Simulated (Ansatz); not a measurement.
Cost and result for the atomization energy of CH4AlClO (`O[CH2][AlH][Cl]`) (8 atoms, 7 bonds).

Charge 0, multiplicity 1. All single points use the PBE0-D4/def2-TZVP geometry. It is one conformer, not always the lowest. Program: Ansatz. All runs use 2 threads of an Intel Xeon on a shared host. Times are those of one run each, without the atoms' runs, and a repeat can differ threefold. Electronic energies, without spin–orbit coupling; frozen cores. CCSD(T)/CBS adds CCSD(T) − MP2 in def2-TZVPP to the MP2 limit, and its time is that of the two runs behind it. T1 = 0.010.

CCSD(T)/CBS is a level of theory with its own doubt, some kJ/mol a heavy atom from the limit and from the frozen cores, so smaller differences don't rank the functionals.

```
                             level  functions  wall time
            LDA (SPW92)/def2-TZVPP        202      1.2 s
                  CCSD(T)/def2-SVP         84      2.1 s
   PBE-D4/def2-TZVPP (with forces)        202      2.4 s
                PBE0-D4/def2-TZVPP        202      2.7 s
           CAM-B3LYP-D4/def2-TZVPP        202        3 s
r2SCAN-D4/def2-TZVPP (with forces)        202      3.9 s
             r2SCANh-D4/def2-TZVPP        202        4 s
                 B2PLYP/def2-TZVPP        202      4.4 s
                 B97M-V/def2-TZVPP        202        7 s
  ωB97M-V/def2-TZVPP (with forces)        202      9.5 s
                    MP2/def2-QZVPP        374       15 s
                CCSD(T)/def2-TZVPP        202       38 s
                 CCSD(T)/CBS(def2)          –       52 s
```

(1) What atomization energy does each give, and how far from CCSD(T)/CBS? (Estimate.)

## Answers

(1) Computed: 
```csv
level,atomization (kcal/mol),difference from CCSD(T)/CBS,per bond
LDA (SPW92)/def2-TZVPP,733.6,89.9,12.8
CCSD(T)/def2-SVP,601.8,-41.9,-6.0
PBE-D4/def2-TZVPP (with forces),650.7,7.0,1.0
PBE0-D4/def2-TZVPP,639.0,-4.7,-0.7
CAM-B3LYP-D4/def2-TZVPP,641.8,-1.9,-0.3
r2SCAN-D4/def2-TZVPP (with forces),644.5,0.8,0.1
r2SCANh-D4/def2-TZVPP,639.8,-3.9,-0.6
B2PLYP/def2-TZVPP,632.5,-11.2,-1.6
B97M-V/def2-TZVPP,646.8,3.1,0.4
ωB97M-V/def2-TZVPP (with forces),644.6,0.9,0.1
MP2/def2-QZVPP,649.1,5.4,0.8
CCSD(T)/def2-TZVPP,624.6,-19.1,-2.7
CCSD(T)/CBS(def2),643.7,0.0,0.0
```

At CCSD(T), def2-SVP lies −41.9 kcal/mol from the extrapolated value and def2-TZVPP −19.1 kcal/mol: correlation converges slowly with the basis, and small sets miss more of it in the bonded molecule than in its fragments. In def2-TZVPP, CCSD(T) changes the Hartree–Fock value by +161.2 kcal/mol (the triples alone add +9.8 kcal/mol) and MP2 by +174.4 kcal/mol; breaking electron pairs costs correlation energy, which Hartree–Fock lacks. From PBE to PBE0 (25 % exact exchange), in def2-TZVPP and without D4, the atomization energy moves by −11.2 kcal/mol: exact exchange takes away binding that semilocal exchange gives to molecules.
